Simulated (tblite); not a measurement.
Compound: C₄H₁₀BrFSi₂.
Atom-mapped SMILES: `[CH2:1]=[CH:2][SiH2:3][C@@H:4]([Br:5])[Si@H:6]([CH3:7])[F:8]` (hydrogens: H9, H10 on C1; H11 on C2; H12, H13 on Si3; H14 on C4; H15 on Si6; H16, H17, H18 on C7)

Computed with GFN2-xTB (tblite), gas phase: L-BFGS steps from a force-field or distance-geometry start until the largest atomic force falls under 0.01 eV/Å.

Step 10: E = -705.9692 eV
```
atom  x, y, z in Å  |  force x, y, z in eV/Å
C1      3.5955   -0.9008   -0.2676   -0.014   0.021  -0.026
C2      2.7518   -0.0104   -0.7683    0.012  -0.035   0.032
Si3     0.9408   -0.3802   -1.1195    0.121   0.049  -0.001
C4     -0.1473    0.2390    0.3286   -0.040  -0.115  -0.064
Br5     0.0566    2.1778    0.5402    0.052   0.175  -0.062
Si6    -1.9703   -0.1209   -0.0355   -0.103  -0.027   0.064
C7     -3.1365    0.4405    1.3337   -0.026   0.023   0.026
F8     -2.0220   -1.7368   -0.1523   -0.053   0.002  -0.001
H9      4.6391   -0.6839   -0.0955   -0.024   0.008   0.042
H10     3.2721   -1.8977   -0.0129    0.043  -0.014  -0.026
H11     3.1260    0.9815   -0.9958   -0.038  -0.036  -0.011
H12     0.4993    0.3786   -2.2972    0.040  -0.036  -0.009
H13     0.6725   -1.8172   -1.2421    0.073   0.083  -0.006
H14     0.1741   -0.1614    1.2864    0.016  -0.104   0.024
H15    -2.3132    0.3654   -1.3620   -0.050   0.007  -0.022
H16    -2.8393    0.0511    2.3033    0.010  -0.023   0.027
H17    -3.1600    1.5227    1.4075   -0.009   0.027   0.015
H18    -4.1478    0.0989    1.1375   -0.010  -0.004  -0.001
```

Step 11: E = -705.9725 eV
```
atom  x, y, z in Å  |  force x, y, z in eV/Å
C1      3.5976   -0.9012   -0.2683    0.004   0.003  -0.005
C2      2.7558   -0.0109   -0.7699    0.000   0.013   0.033
Si3     0.9470   -0.3780   -1.1190    0.042   0.045   0.009
C4     -0.1493    0.2389    0.3244   -0.012  -0.161   0.008
Br5     0.0591    2.1770    0.5330    0.049   0.172  -0.043
Si6    -1.9750   -0.1201   -0.0332   -0.041  -0.030   0.013
C7     -3.1390    0.4417    1.3352   -0.039   0.022   0.068
F8     -2.0253   -1.7353   -0.1553   -0.056  -0.011   0.012
H9      4.6390   -0.6832   -0.0910    0.017   0.011   0.040
H10     3.2745   -1.8981   -0.0153    0.034  -0.031  -0.023
H11     3.1277    0.9821   -0.9953   -0.022  -0.031  -0.010
H12     0.5017    0.3748   -2.2952    0.032   0.002  -0.058
H13     0.6757   -1.8111   -1.2425    0.070   0.016  -0.007
H14     0.1741   -0.1679    1.2821   -0.010  -0.044  -0.031
H15    -2.3148    0.3614   -1.3618   -0.061   0.020  -0.027
H16    -2.8428    0.0521    2.3046    0.029  -0.035   0.045
H17    -3.1641    1.5227    1.4123    0.004   0.062   0.003
H18    -4.1506    0.1016    1.1434   -0.040  -0.023  -0.027
```

Problem. Estimate the geometry and energy of step 12. (The exact step hangs on the optimiser's Hessian estimate; all steps are aligned on step 11, rigid shifts and turns removed.)

Solution. E = -705.9752 eV, largest force 0.129 eV/Å
```
atom  x, y, z in Å  |  force x, y, z in eV/Å
C1      3.5998   -0.9015   -0.2688    0.025  -0.017   0.018
C2      2.7596   -0.0110   -0.7706   -0.005   0.041   0.032
Si3     0.9532   -0.3756   -1.1189   -0.042   0.031   0.007
C4     -0.1513    0.2357    0.3205    0.007  -0.117   0.055
Br5     0.0622    2.1793    0.5259    0.037   0.094  -0.031
Si6    -1.9803   -0.1198   -0.0310    0.008  -0.018  -0.032
C7     -3.1422    0.4432    1.3381   -0.039   0.016   0.082
F8     -2.0291   -1.7344   -0.1579   -0.061  -0.023   0.023
H9      4.6394   -0.6826   -0.0861    0.045   0.012   0.034
H10     3.2772   -1.8987   -0.0180    0.026  -0.040  -0.020
H11     3.1293    0.9822   -0.9948   -0.001  -0.009  -0.008
H12     0.5043    0.3718   -2.2946    0.029   0.029  -0.089
H13     0.6797   -1.8059   -1.2430    0.068  -0.036  -0.010
H14     0.1741   -0.1744    1.2779   -0.027   0.005  -0.059
H15    -2.3174    0.3581   -1.3623   -0.066   0.026  -0.013
H16    -2.8454    0.0524    2.3068    0.034  -0.034   0.048
H17    -3.1678    1.5239    1.4169    0.012   0.068  -0.001
H18    -4.1541    0.1037    1.1484   -0.050  -0.028  -0.036
```

The energy changes by -0.0027 eV. The first-order estimate −F·Δx gives -0.0038 eV and the mean of the old and new forces, exact on a quadratic surface, -0.0027 eV. The step makes an angle of 60° with the force vector and moves no atom by more than 0.008 Å.

What follows is the cost of the whole relaxation. Hardware: an Arm Neoverse N1 with one thread, shared host with 64 logical CPUs at a one-minute load of 56. Cost: 1.7 s wall.
